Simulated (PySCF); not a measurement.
**Ta (tantalum, neutral): UHF calculation**

Configuration: [Xe] 4f14 5d3 6s1 7s1, high-spin 6F determinant (an excited configuration). All numbers are calculated (PySCF 2.14, scalar relativity through the core potential, in aug-cc-pwCVTZ-PP with ECP60MDF (8s8p7d4f3g, 122 functions)).

```
Total energy             : -56.617717 hartree
One-electron energy      : -93.4362 hartree
Hartree (Coulomb) energy : 42.9012 hartree
Exchange energy          : -6.0827 hartree
⟨S²⟩                     : 8.7562
⟨L²⟩                     : 12.046
Sum of ⟨r⟩               : 28.63 bohr
Sum of ⟨r²⟩              : 129.2 bohr²
```

| shell | electrons | mean orbital energy (eV) | rms radius, mean of both spins (bohr) |
| --- | --- | --- | --- |
| 5s α | 1 | -91.167 | 1.19 |
| 5s β | 1 | -88.153 | 1.19 |
| 5p α | 3 | -53.542 | 1.40 |
| 5p β | 3 | -49.041 | 1.40 |
| 5d α | 3 | -12.737 | 2.25 |
| 6s α | 1 | -11.234 | 3.33 |
| 7s α | 1 | -2.252 | 9.40 |

Energies and moments cover only the electrons outside the core potential. Spin-orbit coupling, absent here, splits the open shell strongly. The outer electron is Rydberg-like, and this basis confines it to a smaller radius and binds it less than a complete one would.
